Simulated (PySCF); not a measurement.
Potential energy of CaH along the bond

Set-up: PySCF, spin-free X2C with a Gaussian nucleus, basis sets Ca x2c-TZVPall, H x2c-TZVPall. Energies in eV from Ca + H in their ground configurations at the same level. State: ²Σ⁺ (doublet), unpaired electrons σ ↑.

All columns are PBE0. A positive dipole means Ca(−)H(+).

```json
{"R (Å)": "1.714", "E (eV)": "-1.534", "μ (D)": "-1.69", "Mulliken charge on Ca (basis-dependent)": "0.29", "HOMO (eV)": "-3.87", "LUMO (eV)": "-1.74", "Mayer bond order": "0.93", "⟨S²⟩": "0.75"}
{"R (Å)": "1.794", "E (eV)": "-1.706", "μ (D)": "-1.88", "Mulliken charge on Ca (basis-dependent)": "0.28", "HOMO (eV)": "-3.93", "LUMO (eV)": "-1.80", "Mayer bond order": "0.93", "⟨S²⟩": "0.75"}
{"R (Å)": "1.873", "E (eV)": "-1.807", "μ (D)": "-2.09", "Mulliken charge on Ca (basis-dependent)": "0.27", "HOMO (eV)": "-3.99", "LUMO (eV)": "-1.86", "Mayer bond order": "0.93", "⟨S²⟩": "0.75"}
{"R (Å)": "1.933", "E (eV)": "-1.845", "μ (D)": "-2.24", "Mulliken charge on Ca (basis-dependent)": "0.27", "HOMO (eV)": "-4.03", "LUMO (eV)": "-1.90", "Mayer bond order": "0.92", "⟨S²⟩": "0.75"}
{"R (Å)": "1.993", "E (eV)": "-1.857", "μ (D)": "-2.41", "Mulliken charge on Ca (basis-dependent)": "0.27", "HOMO (eV)": "-4.08", "LUMO (eV)": "-1.94", "Mayer bond order": "0.92", "⟨S²⟩": "0.75"}
{"R (Å)": "2.053", "E (eV)": "-1.846", "μ (D)": "-2.57", "Mulliken charge on Ca (basis-dependent)": "0.27", "HOMO (eV)": "-4.12", "LUMO (eV)": "-1.99", "Mayer bond order": "0.92", "⟨S²⟩": "0.75"}
{"R (Å)": "2.132", "E (eV)": "-1.805", "μ (D)": "-2.79", "Mulliken charge on Ca (basis-dependent)": "0.27", "HOMO (eV)": "-4.18", "LUMO (eV)": "-2.05", "Mayer bond order": "0.91", "⟨S²⟩": "0.75"}
{"R (Å)": "2.232", "E (eV)": "-1.720", "μ (D)": "-3.07", "Mulliken charge on Ca (basis-dependent)": "0.27", "HOMO (eV)": "-4.25", "LUMO (eV)": "-2.12", "Mayer bond order": "0.91", "⟨S²⟩": "0.75"}
{"R (Å)": "2.352", "E (eV)": "-1.584", "μ (D)": "-3.40", "Mulliken charge on Ca (basis-dependent)": "0.27", "HOMO (eV)": "-4.33", "LUMO (eV)": "-2.21", "Mayer bond order": "0.90", "⟨S²⟩": "0.75"}
{"R (Å)": "2.511", "E (eV)": "-1.371", "μ (D)": "-3.80", "Mulliken charge on Ca (basis-dependent)": "0.28", "HOMO (eV)": "-4.44", "LUMO (eV)": "-2.32", "Mayer bond order": "0.88", "⟨S²⟩": "0.76"}
```

A fit through these points gives, at Re = 1.993 Å, μ = -2.41 D and dμ/dR = -2.73 D/Å; the reduced mass is 0.983 u.

Problem. How strong is the fundamental in the double-harmonic approximation, I = 42.26·(dμ/dR)²/μred km/mol?

Solution. I = 42.26·(-2.73)²/0.983 = 320 km/mol at PBE0.

The state was picked by a PBE0 search and need not be the measured ground state.
